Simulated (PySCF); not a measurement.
Isomers of CH4B2. Isolated molecules, 0 K electronic values unless said otherwise. One relaxed conformer stands for each flexible species; it need not be the lowest. Strings in code marks are SMILES.

Quantity: vertical ionisation energy (energy after one electron is removed minus that of the parent at the parent's geometry), in eV.

Case: `B=BC`. Geometry of `CB=B` (neutral, multiplicity 1, Å):

```xyz
7

B      1.9508    -0.0953    -0.0193
B      0.4342     0.0513     0.0518
C     -1.0802     0.1114     0.1388
H      3.1201    -0.2098    -0.0743
H     -1.5890     0.3812    -0.7900
H     -1.4751     0.6979     0.9721
H     -1.3609    -0.9366     0.3454
```

Problem. Give the vertical ionisation energy (energy after one electron is removed minus that of the parent at the parent's geometry) at the level B3LYP/6-31G* // PBE0-D3(BJ)/def2-TZVP (PySCF).

Solution. 7.27 eV.
